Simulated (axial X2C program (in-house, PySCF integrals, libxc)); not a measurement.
# Worked dissociation energy of BaBr⁺: PBE0, with spin–orbit coupling

All values were computed with an in-house relativistic program for diatomic molecules. Two-component (2c) means X2C with spin–orbit coupling and atomic mean-field two-electron Coulomb terms, the Gaunt term switched off. Basis: Ba dyall-v2z [12s13p8d], Br dyall-v2z [7s8p5d] (cores contracted in-house); Gaussian nuclei, density fitting, unrestricted open shells. Masses: Ba 137.905 u, Br 78.918 u.

Molecular state: Ω = 0 (closed shell).

```
E(Ba+) (2M_J = 1) : -8138.226642 hartree
E(Br) (2M_J = 3)  : -2606.499412 hartree
E(BaBr⁺) at Re    : -10744.876731 hartree
ωe                : 231.1 cm⁻¹
ωexe              : 0.371 cm⁻¹
```

(1) Work out De and D0.

Occupations by symmetry block were frozen at the best pattern of an incomplete PBE0 search. The closed shell is kept restricted, so the energy runs too high when the bond is stretched far. De is counted from the lowest determinant-based energies of the atoms at the same level, without counterpoise correction. The functionals have no current-density term, which raises determinants with orbital currents, atoms included.

Each atomic determinant is the lowest at this level and need not be a pure J level. Totals compare only within one Hamiltonian and basis.

Results:

(1) De = -8138.226642 + (-2606.499412) − (-10744.876731) = 0.15068 hartree = 4.100 eV. The zero-point energy is ωe/2 − ωexe/4 = 115 cm⁻¹ = 0.014 eV, so D0 = 4.086 eV.
